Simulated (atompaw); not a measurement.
Pseudopotential generation for hydrogen: PAW (atompaw), PBE, scalar-relativistic.

| Quantity | Value |
| --- | --- |
| Element | hydrogen (H) |
| Generator | atompaw 4.2.0.5 |
| Type | PAW |
| Functional | PBE |
| Relativity | scalar-relativistic |
| Frozen core | none |
| Valence charge | 1 |
| Reference configuration | 1s1 |
| Partial waves | 1s (bound); 1s channel at 0.55 Ry; 2p channel at -0.1 Ry |
| Local potential | bessel scheme, radius 1.35 bohr |
| Core correction | none |
| Augmentation charge | sinc compensation charge, radius 1.20 bohr; PAW radius 1.60 bohr; waves and projectors: bloechl |

- Cutoffs needed: 8 Ry and 15 Ry (the cutoffs (Ry, on a coarse ladder) from which the occupation-weighted sum of valence levels, in a spherical-Bessel basis at the reference potential, stays within 10 and 1 mRy of its value at 400 Ry)
- Ghost test: no extra level below or beside the all-electron valence levels (s, p, d, f tested) (spherical-Bessel basis up to 400 Ry, 20 bohr box)
- Lowest eigenvalue of the overlap operator: 0.03 (s channel)
- Overlap eigenvalues printed by atompaw (projector basis): 0.0611, 1.6, 8.87
- Share of each valence orbital outside the PAW sphere: 1s 43 %
